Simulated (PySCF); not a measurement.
Simulated Si 2p region for `N[SiH2]C(F)F`, binding energy against the vacuum level.

Every computed line was given a Gaussian of 0.6 eV full width at half maximum and an area set by the number of equivalent atoms (split 2:1 within a doublet); the highest printed point is 100. Method: delta-SCF UKS SCAN, pcX-2 on the ionised atom, pcseg-1 elsewhere, spin-free X2C in PySCF.

```csv
binding energy (eV),intensity
106.4,0
106.5,1
106.6,2
106.7,6
106.8,15
106.9,29
107.0,50
107.1,73
107.2,92
107.3,100
107.4,96
107.5,83
107.6,70
107.7,61
107.8,57
107.9,54
108.0,48
108.1,39
108.2,27
108.3,16
108.4,8
108.5,4
108.6,1
108.7,0
108.8,0
```

Task: How many maxima does the curve show, and how many computed lines lie under it?

Result: The curve has 1 maximum (at 107.3 eV). Under it lie 2 lines from 1 inequivalent silicon site, drawn as a 2p3/2, 2p1/2 pair. At this width some lines have no maximum of their own.

Task: Decompose the envelope and assign each component. Numbering: `[NH2:1][SiH2:2][CH:3]([F:4])[F:5]`.

Result: 
| position (eV) | relative area | line | atoms | environment |
| --- | --- | --- | --- | --- |
| 107.30 | 0.67 | Si 2p3/2 | Si2 | SiH2 silicon |
| 107.92 | 0.33 | Si 2p1/2 | Si2 | SiH2 silicon |

Task: What are the centre and the root-mean-square width of the whole band?

Result: The area-weighted mean of the lines is 107.50 eV. Their own spread about it is 0.29 eV (rms) and each Gaussian has σ = 0.6/2.355 = 0.25 eV; the variances add, which gives 0.39 eV.

Shake-up satellites, vibrational structure and lifetime widths aren't simulated. Spin–orbit and ligand-field terms were added within each 2p shell after the spin-free SCF. 2p1/2 minus 2p3/2 (ligand field included): Si 0.62 eV. One conformer (not necessarily the lowest) at the PBE0-D3(BJ)/def2-SVP geometry, without solvent, vibrations or thermal averaging.

Hardware: an x86-64 server with one thread, no GPU, shared host. Cost: 22 s of wall time.

Shape of the structure used: `[NH2:1][SiH2:2][CH:3]([F:4])[F:5]`: N1–Si2–C3–F4 57°, H–N1–Si2–C3 158°, H–N1–Si2–C3 -59°.
